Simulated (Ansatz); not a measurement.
A relaxation, step by step

GaH$_{4}$SeBr, singlet, PBE0-D4/def2-TZVP (Ansatz 0.2.0). Settings:

```yaml
hamiltonian: {xc: pbe0, dispersion: d4}
relax: {f_tol: 0.005, max_steps: 200}
```

Start, a step off a saddle point along its unstable mode:

| atom | x (Å) | y (Å) | z (Å) |
| --- | --- | --- | --- |
| Ga1 | -0.9122 | -0.3560 | -0.2460 |
| Br2 | 1.0910 | -1.8341 | 0.2869 |
| H3 | -0.9650 | -0.2240 | -1.8004 |
| H4 | -1.9949 | -0.7273 | 0.8079 |
| H5 | 1.1341 | -0.1044 | 0.6841 |
| Se6 | 0.5461 | 1.4148 | 0.7848 |
| H7 | 1.1011 | 1.8311 | -0.5173 |

```json
{"step": "1", "energy less the last (meV)": "479.2", "largest force component (eV/Å)": "0.645"}
{"step": "2", "energy less the last (meV)": "392.0", "largest force component (eV/Å)": "0.699"}
{"step": "3", "energy less the last (meV)": "342.8", "largest force component (eV/Å)": "1.039"}
{"step": "4", "energy less the last (meV)": "215.2", "largest force component (eV/Å)": "1.221"}
{"step": "5", "energy less the last (meV)": "125.0", "largest force component (eV/Å)": "0.991"}
{"step": "6", "energy less the last (meV)": "43.3", "largest force component (eV/Å)": "0.375"}
{"step": "7 (rejected trial)", "energy less the last (meV)": "52.1", "largest force component (eV/Å)": "0.704"}
{"step": "8", "energy less the last (meV)": "27.8", "largest force component (eV/Å)": "0.100"}
{"step": "9", "energy less the last (meV)": "23.6", "largest force component (eV/Å)": "0.135"}
{"step": "10", "energy less the last (meV)": "18.6", "largest force component (eV/Å)": "0.046"}
{"step": "11", "energy less the last (meV)": "9.5", "largest force component (eV/Å)": "0.032"}
{"step": "12 (rejected trial)", "energy less the last (meV)": "20.5", "largest force component (eV/Å)": "0.724"}
{"step": "13", "energy less the last (meV)": "5.2", "largest force component (eV/Å)": "0.022"}
{"step": "14", "energy less the last (meV)": "3.7", "largest force component (eV/Å)": "0.225"}
{"step": "15", "energy less the last (meV)": "3.4", "largest force component (eV/Å)": "0.152"}
{"step": "16", "energy less the last (meV)": "0.6", "largest force component (eV/Å)": "0.006"}
{"step": "17", "energy less the last (meV)": "0.2", "largest force component (eV/Å)": "0.002"}
{"step": "18", "energy less the last (meV)": "0.1", "largest force component (eV/Å)": "0.036"}
{"step": "19", "energy less the last (meV)": "0.0", "largest force component (eV/Å)": "0.014"}
{"step": "20", "energy less the last (meV)": "0.0", "largest force component (eV/Å)": "0.001"}
```

Step 5, positions (Å) and forces (eV/Å):

```tsv
atom	x	y	z	Fx	Fy	Fz
Ga1	-0.848	-0.668	-0.300	-0.991	0.721	-0.132
Br2	0.862	-2.125	0.092	0.604	-0.588	0.070
H3	-1.011	-0.156	-1.788	0.072	-0.130	0.242
H4	-1.975	-0.689	0.808	0.167	-0.058	-0.201
H5	1.339	0.311	0.955	0.143	0.219	0.052
Se6	0.512	1.523	0.770	-0.082	-0.151	-0.042
H7	1.120	1.804	-0.536	0.087	-0.014	0.012
```

Step 10, positions (Å) and forces (eV/Å):

```
atom       x       y       z      Fx      Fy      Fz
 Ga1  -0.904  -0.677  -0.308  -0.003  -0.042  -0.015
 Br2   0.792  -2.276  -0.066   0.001   0.046  -0.002
  H3  -1.073  -0.147  -1.768  -0.008   0.004   0.001
  H4  -1.997  -0.750   0.805   0.001   0.006   0.011
  H5   1.521   0.661   1.236  -0.023  -0.006   0.004
 Se6   0.445   1.484   0.666   0.026   0.005  -0.006
  H7   1.215   1.706  -0.564   0.007  -0.014   0.006
```

Step 11, positions (Å) and forces (eV/Å):

| atom | x | y | z | Fx | Fy | Fz |
| --- | --- | --- | --- | --- | --- | --- |
| Ga1 | -0.918 | -0.675 | -0.317 | 0.021 | 0.032 | 0.004 |
| Br2 | 0.841 | -2.208 | -0.145 | 0.020 | -0.010 | -0.011 |
| H3 | -1.161 | -0.139 | -1.765 | -0.015 | -0.010 | 0.003 |
| H4 | -1.949 | -0.770 | 0.852 | -0.006 | 0.004 | 0.002 |
| H5 | 1.407 | 0.703 | 1.349 | -0.014 | -0.003 | -0.012 |
| Se6 | 0.442 | 1.513 | 0.593 | -0.018 | 0.016 | 0.008 |
| H7 | 1.338 | 1.576 | -0.568 | 0.013 | -0.028 | 0.006 |

Last step (20):

| atom | x (Å) | y (Å) | z (Å) |
| --- | --- | --- | --- |
| Ga1 | -0.9128 | -0.6528 | -0.3274 |
| Br2 | 0.9155 | -2.1176 | -0.3268 |
| H3 | -1.3183 | -0.1443 | -1.7482 |
| H4 | -1.8289 | -0.7807 | 0.9320 |
| H5 | 1.1600 | 0.8252 | 1.5109 |
| Se6 | 0.4489 | 1.5608 | 0.4573 |
| H7 | 1.5357 | 1.3094 | -0.4979 |

The run took 37 s on 8 CPU threads of an Intel Xeon Platinum 8488C (shared host), with 0.61 GiB of host memory at its peak.
